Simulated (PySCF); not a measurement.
CH11NSi3, SMILES C[SiH2]N[SiH2][SiH3]. Geometry optimised at PBE-D3(BJ)/def2-SVP. The structure was generated by enumeration, and PubChem lists no compound with its InChIKey, so it may never have been made. The values are those of a single conformer.

Computed equilibrium geometry at PBE-D3(BJ)/def2-SVP (PySCF confirms it by a frequency run) as bond lengths and angles (one conformer of several):
Atoms: C1 Si2 N3 Si4 Si5 H6 H7 H8 H9 H10 H11 H12 H13 H14 H15 H16. Bonds (Å): C1–Si2 1.888, C1–H6 1.110, C1–H7 1.109, C1–H8 1.109, Si2–N3 1.761, Si2–H9 1.507, Si2–H10 1.505, N3–Si4 1.758, N3–H11 1.026, Si4–Si5 2.362, Si4–H12 1.509, Si4–H13 1.506, Si5–H14 1.509, Si5–H15 1.508, Si5–H16 1.509. Angles (°): Si2–C1–H6 110.9, Si2–C1–H7 111.1, Si2–C1–H8 110.7, H6–C1–H7 108.0, H6–C1–H8 108.2, H7–C1–H8 107.9, C1–Si2–N3 113.9, C1–Si2–H9 109.2, C1–Si2–H10 109.4, N3–Si2–H9 107.8, N3–Si2–H10 106.6, H9–Si2–H10 110.0, Si2–N3–Si4 127.3, Si2–N3–H11 115.4, Si4–N3–H11 115.2, N3–Si4–Si5 111.5, N3–Si4–H12 110.3, N3–Si4–H13 107.2, Si5–Si4–H12 109.4, Si5–Si4–H13 109.2, H12–Si4–H13 109.2, Si4–Si5–H14 109.4, Si4–Si5–H15 113.3, Si4–Si5–H16 110.0, H14–Si5–H15 108.3, H14–Si5–H16 107.5, H15–Si5–H16 108.1.
Charge 0, spin multiplicity 1.
